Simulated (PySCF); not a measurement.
SiCl2Br2, SMILES Cl[Si](Cl)(Br)Br.

The structure is a stationary point at PBE0-D3(BJ)/def2-SVP.

Level of theory: PySCF with SMD-ωB97X/6-31G*.

Solvation free energies are E(SMD) − E(gas) at the gas-phase geometry, for 1 M in both phases. Bromine has the revised SMD18 radius of 2.60 Å. In vacuum the dipole moment is 0.44 D.

```tsv
solvent	ΔG(solv) (kcal/mol)	its non-electrostatic (CDS) part	dipole (D)
water	-0.5	0.0	0.52
N,N-dimethylformamide	-4.8	-4.3	0.51
toluene	-5.9	-5.7	0.48
```
